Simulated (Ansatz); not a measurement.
Nudged elastic band run: BrClH₄Si

The input (input.yaml):

```yaml
crystal:
  periodic: [false, false, false]
  atoms:
    - { symbol: Si, position_ang: [0.327874, 0.0, -0.052492] }
    - { symbol: Cl, position_ang: [0.31914, 0.0, 2.048466] }
    - { symbol: H, position_ang: [1.761631, 0.0, -0.487811] }
    - { symbol: H, position_ang: [-0.36862, 1.235877, -0.531339] }
    - { symbol: H, position_ang: [-0.36862, -1.235877, -0.531339] }
    - { symbol: Br, position_ang: [-3.451778, 0.0, 1.465429] }
    - { symbol: H, position_ang: [-2.110826, 0.0, 2.007683] }
basis:
  gaussian: { orbitals: def2-SVP }
hamiltonian:
  xc: pbe
neb:
  order_check: false
  images: 9
  f_tol: 0.05
  max_iterations: 60
  spring: 50.0
  final_atoms:
    - { symbol: Si, position_ang: [-0.43940872, 0.0, -0.56671707] }
    - { symbol: Cl, position_ang: [0.05284508, 0.0, 3.5478927] }
    - { symbol: H, position_ang: [0.68883402, 0.0, 0.41587371] }
    - { symbol: H, position_ang: [-0.42369425, 1.232424, -1.41862575] }
    - { symbol: H, position_ang: [-0.42369425, -1.232424, -1.41862575] }
    - { symbol: Br, position_ang: [-2.36784139, 0.0, 0.61408418] }
    - { symbol: H, position_ang: [-0.97823947, 0.0, 2.74471498] }
  initial_path:
    images:
      - { positions_ang: [[0.327874, 0.0, -0.052492], [0.31914, 0.0, 2.048466], [1.761631, 0.0, -0.487811], [-0.36862, 1.235877, -0.531339], [-0.36862, -1.235877, -0.531339], [-3.451778, 0.0, 1.465429], [-2.110826, 0.0, 2.007683]] }
      - { positions_ang: [[0.26495953, 0.0, -0.03928767], [0.24604433, 0.0, 2.13733528], [1.68958396, 0.0, -0.47813279], [-0.42739742, 1.2269816, -0.52288477], [-0.42739742, -1.2269816, -0.52288477], [-3.25793717, 0.0, 1.32768891], [-1.97905481, 0.0, 2.01676281]] }
      - { positions_ang: [[0.20204507, 0.0, -0.02608335], [0.17294866, 0.0, 2.22620456], [1.61753693, 0.0, -0.46845457], [-0.48617484, 1.2180862, -0.51443054], [-0.48617484, -1.2180862, -0.51443054], [-3.06409634, 0.0, 1.18994882], [-1.84728362, 0.0, 2.02584262]] }
      - { positions_ang: [[0.1391306, 0.0, -0.01287902], [0.09985299, 0.0, 2.31507384], [1.54548989, 0.0, -0.45877636], [-0.54495227, 1.2091908, -0.50597631], [-0.54495227, -1.2091908, -0.50597631], [-2.87025551, 0.0, 1.05220873], [-1.71551244, 0.0, 2.03492242]] }
      - { positions_ang: [[0.07621614, 0.0, 0.0003253], [0.02675732, 0.0, 2.40394312], [1.47344286, 0.0, -0.44909814], [-0.60372969, 1.2002954, -0.49752207], [-0.60372969, -1.2002954, -0.49752207], [-2.67641469, 0.0, 0.91446863], [-1.58374125, 0.0, 2.04400223]] }
      - { positions_ang: [[0.01330167, 0.0, 0.01352963], [-0.04633835, 0.0, 2.4928124], [1.40139582, 0.0, -0.43941993], [-0.66250711, 1.1914, -0.48906784], [-0.66250711, -1.1914, -0.48906784], [-2.48257386, 0.0, 0.77672854], [-1.45197006, 0.0, 2.05308204]] }
      - { positions_ang: [[-0.07724041, 0.0, -0.10251971], [-0.02650167, 0.0, 2.70382846], [1.25888346, 0.0, -0.2683612], [-0.61474454, 1.1996048, -0.67497942], [-0.61474454, -1.1996048, -0.67497942], [-2.45962737, 0.0, 0.74419967], [-1.35722394, 0.0, 2.19140863]] }
      - { positions_ang: [[-0.16778249, 0.0, -0.21856905], [-0.00666498, 0.0, 2.91484452], [1.1163711, 0.0, -0.09730247], [-0.56698197, 1.2078096, -0.86089101], [-0.56698197, -1.2078096, -0.86089101], [-2.43668087, 0.0, 0.7116708], [-1.26247782, 0.0, 2.32973522]] }
      - { positions_ang: [[-0.25832457, 0.0, -0.33461839], [0.0131717, 0.0, 3.12586058], [0.97385874, 0.0, 0.07375626], [-0.5192194, 1.2160144, -1.04680259], [-0.5192194, -1.2160144, -1.04680259], [-2.41373438, 0.0, 0.67914193], [-1.1677317, 0.0, 2.4680618]] }
      - { positions_ang: [[-0.34886664, 0.0, -0.45066773], [0.03300839, 0.0, 3.33687664], [0.83134638, 0.0, 0.24481498], [-0.47145683, 1.2242192, -1.23271417], [-0.47145683, -1.2242192, -1.23271417], [-2.39078789, 0.0, 0.64661305], [-1.07298558, 0.0, 2.60638839]] }
      - { positions_ang: [[-0.43940872, 0.0, -0.56671707], [0.05284508, 0.0, 3.5478927], [0.68883402, 0.0, 0.41587371], [-0.42369425, 1.232424, -1.41862575], [-0.42369425, -1.232424, -1.41862575], [-2.36784139, 0.0, 0.61408418], [-0.97823947, 0.0, 2.74471498]] }
```

Run as:

```bash
$ ansatz run input.yaml --threads 2 --pin off --max-ram 3072MiB --backend cpu --events-out ev --progress --plain --runs-dir out
```

Output, in part (warnings, iteration lines, the closing report on the highest movable image, with atoms numbered from 0):

```
NEB end point (image 0): max|allowed force component| = 1.521e-2 eV/Å (the criterion of neb.relax_end_points is 1.000e-2)
NEB end point (image 10): max|allowed force component| = 2.836e-2 eV/Å (the criterion of neb.relax_end_points is 1.000e-2)
NEB iter   1: max|band force component| = 6.026e0 eV/Å  barrier→ = 2.1425 eV  barrier← = 2.0803 eV  Δτ_max = 0.2000 Å  (281 SCF iters)
NEB iter   2: max|band force component| = 2.525e0 eV/Å  barrier→ = 1.5551 eV  barrier← = 1.4928 eV  Δτ_max = 0.2000 Å  (265 SCF iters)
NEB iter   3: max|band force component| = 9.594e-1 eV/Å  barrier→ = 1.3679 eV  barrier← = 1.3057 eV  Δτ_max = 0.1606 Å  (255 SCF iters)
NEB iter   4: max|band force component| = 6.934e-1 eV/Å  barrier→ = 1.3059 eV  barrier← = 1.2436 eV  Δτ_max = 0.0696 Å  (247 SCF iters)
NEB iter   5: max|band force component| = 3.938e-1 eV/Å  barrier→ = 1.2908 eV  barrier← = 1.2286 eV  CI = image 5  Δτ_max = 0.0275 Å  (248 SCF iters)
NEB iter   6: max|band force component| = 1.813e-1 eV/Å  barrier→ = 1.2837 eV  barrier← = 1.2214 eV  CI = image 5  Δτ_max = 0.0090 Å  (244 SCF iters)
NEB iter   7: max|band force component| = 9.149e-2 eV/Å  barrier→ = 1.2824 eV  barrier← = 1.2202 eV  CI = image 5  Δτ_max = 0.0105 Å  (216 SCF iters)
NEB iter   8: max|band force component| = 2.519e-2 eV/Å  barrier→ = 1.2812 eV  barrier← = 1.2190 eV  CI = image 5  Δτ_max = 0.0000 Å  (460 SCF iters)
Total energy: -90476.55762008 eV, -3324.9521653245 hartree
Atom 0 at    -0.207877     0.000000    -0.094656 Å, force     0.007477     0.000000    -0.001616 eV/Å
Atom 1 at     0.094501    -0.000000     2.457482 Å, force    -0.002155    -0.000000    -0.009134 eV/Å
Atom 2 at     1.292775     0.000000     0.020953 Å, force     0.000834    -0.000000    -0.002094 eV/Å
Atom 3 at    -0.552019     1.275340    -0.802474 Å, force    -0.000543    -0.013280     0.005723 eV/Å
Atom 4 at    -0.552019    -1.275340    -0.802474 Å, force    -0.000543     0.013280     0.005723 eV/Å
Atom 5 at    -2.613466    -0.000000     0.920070 Å, force    -0.012194    -0.000000    -0.008667 eV/Å
Atom 6 at    -1.353095    -0.000000     2.219697 Å, force     0.007124     0.000000     0.010064 eV/Å
Dipole moment:     0.192216    -0.000000    -0.093389 e Å
```

The run converged. Another band between the same ends (9 images) ends at a top of the same energy, where a vibrational analysis finds 2 clearly imaginary modes. The orbitals stay closed-shell, which can raise the energy where a bond breaks towards radicals; this wasn't checked here.

Final band (atoms are numbered from 1 in the order of the input):

```json
{"image": "0", "path coordinate (Å)": "0.00", "energy (kJ/mol)": "0.0", "Si1–Cl2 (Å)": "2.10", "Br6–H7 (Å)": "1.45", "Si1–Br6 (Å)": "4.07"}
{"image": "1", "path coordinate (Å)": "0.37", "energy (kJ/mol)": "1.7", "Si1–Cl2 (Å)": "2.11", "Br6–H7 (Å)": "1.45", "Si1–Br6 (Å)": "3.73"}
{"image": "2", "path coordinate (Å)": "0.73", "energy (kJ/mol)": "13.9", "Si1–Cl2 (Å)": "2.13", "Br6–H7 (Å)": "1.47", "Si1–Br6 (Å)": "3.39"}
{"image": "3", "path coordinate (Å)": "1.10", "energy (kJ/mol)": "46.2", "Si1–Cl2 (Å)": "2.19", "Br6–H7 (Å)": "1.50", "Si1–Br6 (Å)": "3.08"}
{"image": "4", "path coordinate (Å)": "1.46", "energy (kJ/mol)": "96.0", "Si1–Cl2 (Å)": "2.34", "Br6–H7 (Å)": "1.61", "Si1–Br6 (Å)": "2.81"}
{"image": "5", "path coordinate (Å)": "1.83", "energy (kJ/mol)": "123.6", "Si1–Cl2 (Å)": "2.57", "Br6–H7 (Å)": "1.81", "Si1–Br6 (Å)": "2.61"}
{"image": "6", "path coordinate (Å)": "2.21", "energy (kJ/mol)": "101.8", "Si1–Cl2 (Å)": "2.87", "Br6–H7 (Å)": "1.99", "Si1–Br6 (Å)": "2.45"}
{"image": "7", "path coordinate (Å)": "2.59", "energy (kJ/mol)": "62.3", "Si1–Cl2 (Å)": "3.19", "Br6–H7 (Å)": "2.11", "Si1–Br6 (Å)": "2.34"}
{"image": "8", "path coordinate (Å)": "2.97", "energy (kJ/mol)": "28.3", "Si1–Cl2 (Å)": "3.49", "Br6–H7 (Å)": "2.21", "Si1–Br6 (Å)": "2.29"}
{"image": "9", "path coordinate (Å)": "3.35", "energy (kJ/mol)": "9.7", "Si1–Cl2 (Å)": "3.79", "Br6–H7 (Å)": "2.36", "Si1–Br6 (Å)": "2.27"}
{"image": "10", "path coordinate (Å)": "3.73", "energy (kJ/mol)": "6.0", "Si1–Cl2 (Å)": "4.14", "Br6–H7 (Å)": "2.54", "Si1–Br6 (Å)": "2.26"}
```

The run took 94 s on 2 threads of Arm Neoverse V2 (shared host), peak memory 0.13 GiB.
